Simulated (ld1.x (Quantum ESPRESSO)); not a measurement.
## Al (Z = 13) PAW: all-electron and pseudo phase curves

```json
{
  "Element": "aluminium",
  "Generator": "ld1.x (Quantum ESPRESSO) 7.5",
  "Type": "PAW",
  "Functional": "PBE",
  "Relativity": "scalar-relativistic",
  "Frozen core": "[Ne]",
  "Valence charge": "3",
  "Reference configuration": "3s2 3p0.5 (charge +0.5)",
  "Partial waves": "3s (bound): rcut 1.50, rcutus 2.00 bohr; 3s channel at -0.2 Ry: rcut 1.50, rcutus 2.00 bohr; 3p (bound): rcut 2.05, rcutus 2.35 bohr; 3p channel at -0.05 Ry: rcut 2.05, rcutus 2.35 bohr",
  "Local potential": "all-electron potential smoothed inside 1.65 bohr (lloc = -2)",
  "Core correction": "a·sin(br)/r model core inside 1.55 bohr",
  "Augmentation charge": "PSQ, inside the norm-conserving radii"
}
```

The phase is arctan(r·u′/u) with u = r·R(r), unwrapped; energies in Ry, scanned from -3 to 5 Ry. A pole is an energy at which the radial function vanishes at the test radius. The pseudo phase is shifted by a multiple of π to meet the all-electron one at the reference energy, and phase errors are pseudo minus all-electron; the curves can meet again beyond the range given. Levels narrower than the energy grid can be missing from the lists of poles.

```json
{"channel": "s", "radius (bohr)": "2.56", "reference energy (Ry)": "-0.82", "poles, all-electron": "0.57", "poles, pseudo": "0.57", "unbroken range about the reference energy with phases within 0.05 rad": "below 3.2", "phase error 1 Ry above the reference energy (rad)": "-0.000"}
{"channel": "p", "radius (bohr)": "2.56", "reference energy (Ry)": "-0.42", "poles, all-electron": "1.37", "poles, pseudo": "1.37", "unbroken range about the reference energy with phases within 0.05 rad": "below 3.5", "phase error 1 Ry above the reference energy (rad)": "-0.000"}
```

Phases in the p channel:

```json
{"E (Ry)": "-3.00", "all-electron": "1.305", "pseudo": "1.304"}
{"E (Ry)": "-2.76", "all-electron": "1.289", "pseudo": "1.288"}
{"E (Ry)": "-2.52", "all-electron": "1.269", "pseudo": "1.269"}
{"E (Ry)": "-2.28", "all-electron": "1.246", "pseudo": "1.246"}
{"E (Ry)": "-2.04", "all-electron": "1.216", "pseudo": "1.216"}
{"E (Ry)": "-1.80", "all-electron": "1.178", "pseudo": "1.178"}
{"E (Ry)": "-1.56", "all-electron": "1.126", "pseudo": "1.126"}
{"E (Ry)": "-1.32", "all-electron": "1.052", "pseudo": "1.052"}
{"E (Ry)": "-1.08", "all-electron": "0.939", "pseudo": "0.939"}
{"E (Ry)": "-0.84", "all-electron": "0.746", "pseudo": "0.746"}
{"E (Ry)": "-0.60", "all-electron": "0.391", "pseudo": "0.391"}
{"E (Ry)": "-0.36", "all-electron": "-0.198", "pseudo": "-0.198"}
{"E (Ry)": "-0.12", "all-electron": "-0.765", "pseudo": "-0.765"}
{"E (Ry)": "0.12", "all-electron": "-1.097", "pseudo": "-1.097"}
{"E (Ry)": "0.36", "all-electron": "-1.278", "pseudo": "-1.279"}
{"E (Ry)": "0.60", "all-electron": "-1.389", "pseudo": "-1.389"}
{"E (Ry)": "0.84", "all-electron": "-1.464", "pseudo": "-1.464"}
{"E (Ry)": "1.08", "all-electron": "-1.519", "pseudo": "-1.519"}
{"E (Ry)": "1.32", "all-electron": "-1.562", "pseudo": "-1.563"}
{"E (Ry)": "1.56", "all-electron": "-1.599", "pseudo": "-1.600"}
{"E (Ry)": "1.80", "all-electron": "-1.632", "pseudo": "-1.633"}
{"E (Ry)": "2.04", "all-electron": "-1.663", "pseudo": "-1.665"}
{"E (Ry)": "2.28", "all-electron": "-1.694", "pseudo": "-1.698"}
{"E (Ry)": "2.52", "all-electron": "-1.728", "pseudo": "-1.733"}
{"E (Ry)": "2.76", "all-electron": "-1.765", "pseudo": "-1.773"}
{"E (Ry)": "3.00", "all-electron": "-1.808", "pseudo": "-1.823"}
{"E (Ry)": "3.24", "all-electron": "-1.864", "pseudo": "-1.888"}
{"E (Ry)": "3.48", "all-electron": "-1.938", "pseudo": "-1.983"}
{"E (Ry)": "3.72", "all-electron": "-2.048", "pseudo": "-2.137"}
{"E (Ry)": "3.96", "all-electron": "-2.226", "pseudo": "-2.423"}
{"E (Ry)": "4.20", "all-electron": "-2.545", "pseudo": "-2.978"}
{"E (Ry)": "4.44", "all-electron": "-3.088", "pseudo": "-3.663"}
{"E (Ry)": "4.68", "all-electron": "-3.674", "pseudo": "-4.081"}
{"E (Ry)": "4.92", "all-electron": "-4.043", "pseudo": "-4.293"}
```
